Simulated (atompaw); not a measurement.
# neodymium (Nd): PAW (atompaw) pseudisation with LDA (PW92), scalar-relativistic reference atom.

neodymium, PAW, made with atompaw 4.2.0.5 (LDA (PW92), scalar-relativistic). Core [Kr] 4d10 4f3, reference 5s2 5p6 5d1 6s2 6p0. Waves: 5s (bound): rc 1.75 bohr; 6s (bound): rc 3.00 bohr; 5p (bound): rc 1.90 bohr; 6p (bound, empty): rc 3.00 bohr; 5d (bound): rc 3.00 bohr; 5d channel at 1.15 Ry: rc 3.00 bohr. Local part: bessel scheme, radius 2.90 bohr. Core correction: smooth core density matched at 2.75 bohr. Augmentation charge: sinc compensation charge, radius 2.30 bohr; PAW radius 3.00 bohr; waves and projectors: modrrkj vanderbiltortho.

All-electron outer shells of the reference configuration (LDA (PW92), scalar-relativistic, ld1.x):

```json
{"shell": "4d", "level (eV)": "-123.04", "outermost node (bohr)": "0.29", "outermost maximum (bohr)": "0.62"}
{"shell": "5s", "level (eV)": "-43.83", "outermost node (bohr)": "0.72", "outermost maximum (bohr)": "1.31"}
{"shell": "5p", "level (eV)": "-24.76", "outermost node (bohr)": "0.77", "outermost maximum (bohr)": "1.46"}
{"shell": "4f", "level (eV)": "-7.13", "outermost node (bohr)": "–", "outermost maximum (bohr)": "0.65"}
{"shell": "6s", "level (eV)": "-4.01", "outermost node (bohr)": "1.73", "outermost maximum (bohr)": "3.55"}
{"shell": "5d", "level (eV)": "-3.06", "outermost node (bohr)": "0.87", "outermost maximum (bohr)": "2.10"}
{"shell": "6p", "level (eV)": "-1.40", "outermost node (bohr)": "2.07", "outermost maximum (bohr)": "4.74"}
```

(1) Does this generation succeed?

## Answers

(1) No. atompaw 4.2.0.5 stopped with "atompaw: The overlap operator has at least one negative eigenvalue!": the overlap operator built from these waves and projectors is not positive definite.
